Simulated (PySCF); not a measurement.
Computed IR spectrum (relative IR intensity) of a molecule C₂H₃ClF₂Si. Coordinates come from a PBE0-D3(BJ)/def2-SVP optimisation. Other conformers were not sampled. Computed with PySCF 2.14.0 with PBE0-D3(BJ)/def2-SVP. Frequencies are harmonic and unscaled.

```json
[
 {"ν (cm⁻¹)": "247", "relative intensity": "4.6"},
 {"ν (cm⁻¹)": "312", "relative intensity": "6.0"},
 {"ν (cm⁻¹)": "432", "relative intensity": "11"},
 {"ν (cm⁻¹)": "693", "relative intensity": "9.7"},
 {"ν (cm⁻¹)": "717", "relative intensity": "21"},
 {"ν (cm⁻¹)": "815", "relative intensity": "28"},
 {"ν (cm⁻¹)": "827", "relative intensity": "19"},
 {"ν (cm⁻¹)": "843", "relative intensity": "11"},
 {"ν (cm⁻¹)": "895", "relative intensity": "100"},
 {"ν (cm⁻¹)": "974", "relative intensity": "78"},
 {"ν (cm⁻¹)": "1149", "relative intensity": "2.3"},
 {"ν (cm⁻¹)": "1319", "relative intensity": "6.5"},
 {"ν (cm⁻¹)": "1673", "relative intensity": "50"},
 {"ν (cm⁻¹)": "2328", "relative intensity": "31"}
]
```

**Question.** Which molecule gave these data?
A. F/C([SiH3])=C(\F)Cl
B. F[SiH2]/C=C(/F)Cl
C. F/C=C(/F)[SiH2]Cl
D. F[SiH](F)/C=C\Cl

**Answer.** D, F[SiH](F)/C=C\Cl
